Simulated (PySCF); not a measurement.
An excited-state job on `[CH2]1[Ge@@]([PH2])([NH2])[NH]CC1`.

Method: TDDFT CAM-B3LYP/def2-SVPD, vertical, gas phase, core orbitals frozen in the response (PySCF 2.14.0, density-fitted response routines). Geometry: GFN2-xTB. The input is one job of a driver script: a line of settings, then coordinates in Å.

Command:
```bash
OMP_NUM_THREADS=1 python probes_run.py task.json out
```

Input:
```
{"job": {"kind": "uv", "xc": "CAM-B3LYP", "basis": "def2-SVPD", "nstates": 8, "ntriplets": 3}, "charge": 0, "multiplicity": 1}
N      1.148939    -0.936763     1.983000
Ge     0.843178     0.067012     0.482848
P      2.851183     1.161991     0.007833
C     -0.928462     0.999626     0.703773
C     -1.682388     0.591595    -0.552686
C     -1.283018    -0.853088    -0.898483
N      0.160317    -1.026628    -0.904293
H      0.493690    -1.690336     2.133790
H      2.081853    -1.302824     2.104252
H      2.304464     1.797129    -1.099461
H      3.282896     0.089205    -0.763529
H     -0.852875     2.079502     0.803079
H     -1.413886     0.609279     1.597170
H     -1.396160     1.242599    -1.383453
H     -2.763341     0.658087    -0.420953
H     -1.703825    -1.153851    -1.860253
H     -1.685864    -1.513666    -0.124330
H      0.534540    -0.812550    -1.819961
```

Question: Give the output.

Answer: 
```
coarse grid: 66800 points
cycle   1  E = -2648.2294662863  dE =  9.813e-02  |g| = 6.583e-01  |ddm| = 6.051e+00
cycle   2  E = -2648.2155674454  dE =  1.390e-02  |g| = 7.528e-01  |ddm| = 3.050e+00
cycle   3  E = -2648.3148878362  dE = -9.932e-02  |g| = 5.241e-02  |ddm| = 1.346e+00
cycle   4  E = -2648.3154115959  dE = -5.238e-04  |g| = 3.250e-02  |ddm| = 1.732e-01
cycle   5  E = -2648.3156484051  dE = -2.368e-04  |g| = 7.143e-03  |ddm| = 5.861e-02
cycle   6  E = -2648.3156601232  dE = -1.172e-05  |g| = 2.218e-03  |ddm| = 3.092e-02
cycle   7  E = -2648.3156613293  dE = -1.206e-06  |g| = 7.941e-04  |ddm| = 5.714e-03
final grid: 139664 points
cycle   8  E = -2648.3155902395  dE = -7.617e-08  |g| = 9.901e-04  |ddm| = 9.178e-03
cycle   9  E = -2648.3155900904  dE =  1.491e-07  |g| = 1.309e-03  |ddm| = 3.748e-03
cycle  10  E = -2648.3155904530  dE = -3.626e-07  |g| = 5.423e-05  |ddm| = 2.103e-03
cycle  11  E = -2648.3155904538  dE = -7.130e-10  |g| = 2.358e-05  |ddm| = 1.358e-04
converged SCF energy = -2648.3155904538

Static polarisability (au): isotropic 106.896, principal 93.640 97.890 129.157

Singlet excitations
state   eV       nm        f      main configurations
  1   5.9065    209.9   0.01607   H->L 0.79
  2   6.2151    199.5   0.12439   H->L+1 0.89
  3   6.3240    196.1   0.02585   H-1->L 0.43, H->L+2 0.22
  4   6.4386    192.6   0.01951   H->L+2 0.47, H-1->L 0.18, H-2->L+2 0.10
  5   6.7419    183.9   0.01028   H->L+3 0.42, H-2->L 0.21, H->L 0.10
  6   6.8227    181.7   0.01023   H->L+4 0.51, H-1->L+1 0.32
  7   6.8735    180.4   0.04845   H-1->L+1 0.54, H->L+4 0.21
  8   7.0403    176.1   0.02874   H->L+5 0.17, H-1->L+2 0.15, H->L+6 0.11

Triplet excitations (Tamm-Dancoff, eV): 5.4058 5.6651 5.8317
```

The SCF starts on a coarse grid where the log names one; the energy can jump when the final grid takes over, and dE then counts from the start density on the new grid. H and L stand for HOMO and LUMO; the number after each pair is its weight.

Question: How does the lowest singlet excitation compare with the HOMO–LUMO gap?

Answer: HOMO -7.87 eV and LUMO 0.88 eV give a gap of 8.75 eV; S1 at 5.91 eV lies 2.84 eV below it.

Summary of the converged run: HOMO -7.87 eV, LUMO 0.88 eV; lowest singlet 5.91 eV; lowest triplet 5.41 eV (Tamm–Dancoff); mean polarisability 106.9 au.

 The CAM-B3LYP/def2-SVPD calculation is non-relativistic and has no spin–orbit coupling, an omission that weighs most on germanium.

Question: Estimate the wall time. Hardware: an Arm Neoverse N1 with one thread, shared host. And the peak memory of the process?

Answer: About 2.5 min, with 1.2 GiB resident at the peak, the Python interpreter and its libraries included.

One conformer stands for the species.
Labels such as C1 count atoms from 1, the log's own numbers from 0.
